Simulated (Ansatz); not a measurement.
Geometry optimisation, RKS PBE0/def2-SVP (Ansatz).

input.yaml

```yaml
crystal:
  periodic: [false, false, false]
  atoms:
    - { symbol: Al, position_ang: [0.0, 0.0, 0.0] }
    - { symbol: Cl, position_ang: [0.0, 0.0, 2.58] }
    - { symbol: O, position_ang: [1.5415, 0.0, -0.89] }
    - { symbol: H, position_ang: [1.8414, -0.9519, -1.0449] }
    - { symbol: O, position_ang: [-1.5415, 0.0, -0.89] }
    - { symbol: H, position_ang: [-2.0512, -0.8467, -0.6815] }
    - { symbol: O, position_ang: [0.0932, 1.9717, 0.6559] }
    - { symbol: H, position_ang: [0.4919, 2.0, 1.5834] }
    - { symbol: H, position_ang: [0.0666, 1.4096, 1.8287] }
basis:
  gaussian: { orbitals: def2-SVP }
hamiltonian:
  xc: pbe0
relax:
  f_tol: 0.15
  max_steps: 25
  restrain:
    - { distance: [0, 6], at: 1.78, k: 30.0 }
    - { distance: [8, 1], at: 1.37, k: 30.0 }
    - { distance: [0, 1], at: 3.43, k: 30.0 }
    - { distance: [8, 6], at: 2.21, k: 30.0 }
```

Run as:

```bash
$ ansatz run input.yaml --threads 2 --pin off --max-ram 3072MiB --backend cpu --events-out ev --progress --plain --runs-dir out
```

Task: Where does it end, and by what steps?

Result: The run converged. The restraints hold the end off the free minimum. After 9 steps the energy has fallen by 3.616 eV (the restraints' own energy left out); H8 moved furthest, 1.10 Å. Parted: H8–H9 (0.77 → 2.64 Å).

| step | energy less start (eV) | largest force component (eV/Å) | accepted |
| --- | --- | --- | --- |
| 0 | 0.0000 | 5.923 | yes |
| 1 | -1.0837 | 4.326 | yes |
| 2 | -1.8562 | 4.725 | yes |
| 3 | -2.8514 | 1.933 | yes |
| 4 | -3.1751 | 1.432 | yes |
| 5 | -3.3481 | 1.333 | yes |
| 6 | -3.4760 | 1.323 | yes |
| 7 | -3.5589 | 0.917 | yes |
| 8 | -3.5956 | 1.116 | yes |
| 9 | -3.6161 | 0.970 | yes |

```xyz
9
Properties=species:S:1:pos:R:3
Al 0.044 0.487 -0.255
Cl -0.247 -0.216 3.084
O 1.526 -0.163 -0.758
H 1.670 -0.947 -1.286
O -1.511 -0.090 -0.572
H -1.771 -0.965 -0.861
O 0.087 2.014 0.594
H 0.923 2.475 0.693
H -0.280 0.987 2.504
```

Run time: 24 s on 2 threads of Arm Neoverse V1 (shared host), peak memory 0.21 GiB.
